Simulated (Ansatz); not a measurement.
Basis-set extrapolation for C2H6AlNO, SMILES `C[O][Al]1[CH2][NH]1` (PBE0-D4/def2-TZVP geometry, frozen core, the Gaussian-basis code of Ansatz). Multiplicity 1, RHF reference.

```
                      def2-TZVPP   def2-QZVPP
                 HF  -450.546217  -450.563881
    MP2 correlation    -0.861364    -0.922860
CCSD(T) correlation    -0.927956      not run
```

Energies in hartree. Use E(X) = E(∞) + A·exp(−7.88·√X) for Hartree–Fock and E(X) = E(∞) + B·X^(−2.97) for correlation, with X = 3 and 4, and add CCSD(T) minus MP2 of the smaller set to the MP2 limit.

Task: What is the CCSD(T) energy at the basis-set limit?

Result: HF limit: -450.563881 + (-0.017664) × 0.13774 = -450.56631. MP2 limit: -0.922860 + (-0.061496) × 0.74074 = -0.96841. Higher-order term: -0.927956 − (-0.861364) = -0.06659. Total: -451.60131 hartree, 79.8 kcal/mol below CCSD(T)/def2-TZVPP.
